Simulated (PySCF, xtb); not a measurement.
C₂H₆F₂Si, SMILES C[Si@H](F)CF.

GFN2-xTB run with xtb at its own geometry gives an orbital gap of 6.11 eV and a dipole moment of 3.24 D.

Geometry optimised at PBE0-D3(BJ)/def2-SVP. The structure was generated by enumeration; whether it is a known compound was not checked. The values are those of a single conformer.

Task: What does CAM-B3LYP/def2-TZVP in PySCF give? (An estimate is asked for; the answer gives what the named calculation found.)

Result: gap 11.48 eV (levels -10.00 and 1.48 eV), dipole 3.09 D.
